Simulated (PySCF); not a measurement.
```xyz
7
charge 0 multiplicity 6, angstrom
Ru   -0.0921    0.0156    0.0433
O     0.4210   -0.1633    1.8958
O     1.5941   -0.2629   -0.9277
O    -1.4189    0.3279   -1.3162
H    -0.1891   -0.0794    2.6314
H     2.3763   -0.4353   -0.3916
H    -2.3400    0.4940   -1.1038
```

Method: PySCF, UPBE0, basis Ru def2-TZVP with ECP28, O def2-TZVP, H def2-TZVP (scalar-relativistic core potentials, no spin–orbit coupling, density fitting).

This geometry of Ru(OH)3 is a stationary point at this level.

Q: What is the point group?

A: Cs.

Q: Is it a minimum?

A: Yes: all harmonic wavenumbers are real.

Q: List the harmonic modes with their infrared intensities.

A: 
```tsv
symmetry	ω (cm⁻¹)	IR (km/mol)
a'	100	2.2
a''	110	4.1
a'	129	2.1
a''	331	168
a''	376	51.6
a''	456	125
a'	571	114
a'	604	197
a'	605	112
a'	639	29.1
a'	661	24.8
a'	675	115
a'	3837	101
a'	3886	117
a'	3895	118
```

Q: What are the dipole moment and the gap between the highest occupied and lowest empty levels of either spin?

A: 3.45 D and 2.73 eV.

Q: What is the atomisation energy, with and without zero-point energy?

A: 2193 kJ/mol without, 2092 kJ/mol with.

Only a few start shapes were tried, so a lower isomer may exist. Open d and f shells are described by one determinant, and the ground state may have another occupation or spin. At this level a doublet minimum of Cs symmetry lies 120 kJ/mol below this structure.
